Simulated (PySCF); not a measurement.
C9H10O2.
Cartesian coordinates in Å at the GFN2-xTB level; atoms count from 1:
```
atom  x, y, z in Å
C1    -2.781    0.156    0.498
C2    -1.963   -0.199   -0.745
C3    -0.525   -0.432   -0.382
C4    -0.041   -1.696   -0.111
C5     1.284   -1.915    0.258
C6     2.146   -0.851    0.353
C7     1.698    0.451    0.087
C8     2.609    1.569    0.180
O9     2.317    2.736   -0.027
C10    0.349    0.665   -0.276
O11   -0.117    1.890   -0.530
H12   -2.399    1.067    0.949
H13   -3.823    0.311    0.232
H14   -2.724   -0.645    1.232
H15   -2.023    0.626   -1.456
H16   -2.373   -1.096   -1.210
H17   -0.714   -2.538   -0.192
H18    1.626   -2.917    0.465
H19    3.179   -0.998    0.634
H20    3.642    1.300    0.462
H21    0.625    2.532   -0.422
```

Computed, not measured: PBE0/pcSseg-1 in PySCF (dipole) on a GFN2-xTB geometry, gas phase.

Take the most abundant isotopes and a rigid rotor. The values belong to one conformer with, in the numbering `[CH3:1][CH2:2][c:3]1[cH:4][cH:5][cH:6][c:7]([CH:8]=[O:9])[c:10]1[OH:11]`, C1–C2–C3–C4 94°, C6–C7–C8–O9 180°, C7–C10–O11–H 0°.

(1) Give the principal moments of inertia and the rotational constants in MHz.

(2) Classify the top.

(3) What does the inertial defect say?

(4) Give the other two planar moments, Paa and Pbb, and the rms extents of the mass along the axes.

(5) Predict some low-J microwave lines.

(6) Estimate the classical rotational partition function at 10 K, 100 K and 500 K.

Answers

(1) Ia = 299.16, Ib = 527.26, Ic = 781.95 u·Å²; 505379 MHz·u·Å²/I gives A = 1689, B = 958.5, C = 646.3 MHz.

(2) An asymmetric top. Ray's parameter κ = (2B − A − C)/(A − C) = -0.401; −1 is the prolate and +1 the oblate limit.

(3) Not planar: Δ = Ic − Ia − Ib = -44.46 u·Å². For a rigid frame Δ = −2 Σ m c², so Σ m c² = 22.23 u·Å² lies off the ab plane: 7.10 from hydrogen and 15.12 from heavier atoms. The atom farthest from that plane is 1.48 Å away.

(4) Paa = Σ m a² = (Ib + Ic − Ia)/2 = 505.03 and Pbb = Σ m b² = (Ia + Ic − Ib)/2 = 276.93 u·Å². With the mass M = 150.07 u, the rms extents √(P/M) along a, b and c are 1.83, 1.36, 0.38 Å.

(5) The dipole components are |μa| = 1.03 D, |μb| = 2.57 D, |μc| = 0.22 D. Intensities carry the squares of the components, which stand as 0.16 : 1.00 : 0.01 (a : b : c). Some lines, for components of 0.1 D or more:

| type | branch | J(Ka,Kc) | MHz | lower level (cm⁻¹) |
| --- | --- | --- | --- | --- |
| b | Q | 3(1,2) ← 3(0,3) | 2138 | 0.309 |
| a | R | 2(1,2) ← 1(1,1) | 2897 | 0.078 |
| a | R | 2(1,1) ← 1(1,0) | 3522 | 0.088 |
| b | R | 3(1,3) ← 2(0,2) | 4800 | 0.158 |
| b | R | 5(2,3) ← 4(3,2) | 5084 | 0.807 |
| b | Q | 5(2,4) ← 5(1,5) | 5178 | 0.741 |
| a | R | 4(0,4) ← 3(0,3) | 5813 | 0.309 |
| c | Q | 4(4,1) ← 4(3,1) | 6008 | 0.810 |
| b | Q | 4(4,0) ← 4(3,1) | 6010 | 0.810 |
| a | R | 4(1,3) ← 3(1,2) | 6838 | 0.380 |
| a | R | 4(2,2) ← 3(2,1) | 6959 | 0.452 |
| b | R | 5(5,1) ← 4(4,0) | 16019 | 1.011 |

(6) Point group C1, symmetry number σ = 1; q = (√π/σ)·√((kT/h)³/(ABC)), k/h = 20836.6 MHz/K: 5210 at 10 K, 165000 at 100 K, 1840000 at 500 K.

Whether it is a minimum is left open (no frequencies). No vibrational averaging or centrifugal distortion is included, and the geometry carries the error of its method. A rigid rotor knows nothing of internal rotation, which can split or shift real lines.

On Arm Neoverse V2, one thread, no GPU (shared host), this took 46 s of wall time. This is the PBE0/pcSseg-1 job that gave the dipole, with the shieldings it also computed.
